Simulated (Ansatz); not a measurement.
C$_{3}$H$_{8}$Cl$_{2}$FHfN, SMILES `CC(C)[NH][Hf]([F])([Cl])[Cl]`. Charge 0, multiplicity 1. Hf takes the def2 core potential. The structure was optimised at the PBE0-D4/def2-TZVP level. It is one conformer, not always the lowest.

```xyz
16

C     1.380   -1.424    0.374
C     0.745   -0.052    0.527
C    -0.500   -0.110    1.395
N     0.409    0.522   -0.772
Hf   -1.331    1.136   -1.541
F    -2.668   -0.170   -1.191
Cl   -1.966    3.147   -0.493
Cl   -0.943    1.440   -3.835
H     1.673   -1.827    1.346
H     0.676   -2.119   -0.091
H     2.274   -1.377   -0.253
H     1.469    0.612    1.020
H    -0.940    0.884    1.527
H    -0.260   -0.493    2.388
H    -1.251   -0.776    0.958
H     1.234    0.608   -1.358
```

Task: What is the dipole moment at B3LYP/def2-TZVPP? (Estimate.)

Result: Ansatz gave: 3.25 D, with components (2.57, -1.42, 1.40) D in this frame, pointing from negative to positive charge.

Task: And with PBE, r2SCAN, ωB97M-V? (An estimate is asked.)

Result: Computed: PBE 3.25 D, r2SCAN 3.33 D, ωB97M-V 3.19 D.

Task: Give the Mulliken charges with B3LYP, ωB97M-V, PBE in def2-TZVPP. (An estimate is asked.)

Result: Computed: 
```tsv
atom	B3LYP	ωB97M-V	PBE
C1	-0.25	-0.29	-0.25
C2	0.17	0.09	0.15
C3	-0.32	-0.40	-0.30
N4	-0.35	-0.33	-0.29
Hf5	0.93	0.85	0.77
F6	-0.34	-0.32	-0.28
Cl7	-0.29	-0.26	-0.27
Cl8	-0.27	-0.24	-0.24
H9	0.08	0.10	0.07
H10	0.08	0.11	0.08
H11	0.07	0.10	0.07
H12	0.06	0.10	0.06
H13	0.10	0.13	0.10
H14	0.09	0.11	0.08
H15	0.10	0.13	0.10
H16	0.12	0.11	0.14
```

B3LYP here is the variant with VWN-RPA as its local correlation; programs differ in this.
